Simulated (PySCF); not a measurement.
A calculated (UHF, PySCF 2.14, aug-cc-pVTZ-DK, the spin-free X2C one-electron Hamiltonian (Gaussian nucleus)) atom or ion has these occupied shells.

```tsv
shell	electrons	orbital energy (eV)	rms radius, mean of both spins (bohr)
1s α	1	-2879.4	0.105
1s β	1	-2878.3	0.105
2s α	1	-305.40	0.479
2s β	1	-303.69	0.479
2p α	3	-234.82	0.450
2p β	3	-233.53	0.450
3s α	1	-44.968	1.58
3p α	3	-27.344	1.86
3p β	2	-22.063	1.86
```

Q: Name the element and its charge.

A: Cl⁺ (chlorine, charge +1), in [Ne] 3s1 3p5, high-spin 3P determinant (an excited configuration).
